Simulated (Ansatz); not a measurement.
Abridged output of a molecular run in Ansatz:

```
Functional definition: HF
1632 factors; integrals over basis functions are off by at most 5.2e-4 eV
mean field evaluation 1: about -99243.3351 eV, gradient 7.6e1 eV
mean field evaluation 2: about -99243.5109 eV, gradient 7.6e1 eV
mean field evaluation 4: about -99253.0570 eV, gradient 9.4e0 eV
mean field evaluation 8: about -99253.2747 eV, gradient 8.2e-1 eV
mean field evaluation 16: about -99253.2776 eV, gradient 2.9e-6 eV
mean field -99253.27764749 eV, -3647.4906772575 hartree, gradient 2.9e-6 eV, S^2 0.000000; 0 other end points of the search recorded, 0 dependent functions left out
17 core orbitals not correlated: weight in the atoms' cores, before any rotation towards them, 1.000 or more for the frozen orbitals, at most 0.000 for the correlated occupied ones
reference -99253.27764749 eV, -3647.4906772575 hartree; 25, 25 occupied and 205, 205 virtual orbitals, 1632 factors
second order -39.13639896 eV of doubles, -0.00000000 eV of singles
cycle   1  -37.38122525 eV  change     1.8e0 eV  update   2.6e-1
cycle   2  -38.71720014 eV  change    -1.3e0 eV  update   1.7e-1
cycle   3  -39.05486488 eV  change   -3.4e-1 eV  update   5.6e-2
cycle   4  -39.05638222 eV  change   -1.5e-3 eV  update   2.2e-2
cycle   5  -39.03037097 eV  change    2.6e-2 eV  update   7.0e-3
cycle   6  -39.02794933 eV  change    2.4e-3 eV  update   3.0e-3
cycle   7  -39.03048671 eV  change   -2.5e-3 eV  update   1.4e-3
cycle   8  -39.03000653 eV  change    4.8e-4 eV  update   6.8e-4
cycle   9  -39.03001916 eV  change   -1.3e-5 eV  update   2.3e-4
cycle  10  -39.03053916 eV  change   -5.2e-4 eV  update   1.5e-4
cycle  11  -39.03030774 eV  change    2.3e-4 eV  update   5.9e-5
cycle  12  -39.03019819 eV  change    1.1e-4 eV  update   3.6e-5
cycle  13  -39.03026975 eV  change   -7.2e-5 eV  update   1.3e-5
cycle  14  -39.03023312 eV  change    3.7e-5 eV  update   8.7e-6
perturbative correction -1.89362217 eV, -0.0695893313 hartree
Total energy: -99294.20150278 eV, -3648.9946012002 hartree
```

Its atoms:

Cartesian coordinates in Å:
```
O 0.6730 1.2647 0.9465
Ti 0.1745 -0.0744 -0.1106
O 0.5619 -1.6156 0.7010
O -1.5654 -0.0166 -0.4730
Br 1.3602 0.1227 -2.1653
H 0.9763 2.1624 0.8051
H 0.0995 -2.4555 0.6659
H -2.2799 0.6122 -0.3696
```

Problem. Which basis set was used?
A. def2-TZVPP
B. def2-TZVPPD
C. def2-SVP
D. cc-pV(D+d)Z

Solution. A. It gives 247 functions.

Problem. Write the keys of the input that set method, charge and spin (a neutral closed shell needs none for the last two).

Solution. 
```yaml
correlation: {method: ccsd_t}
```
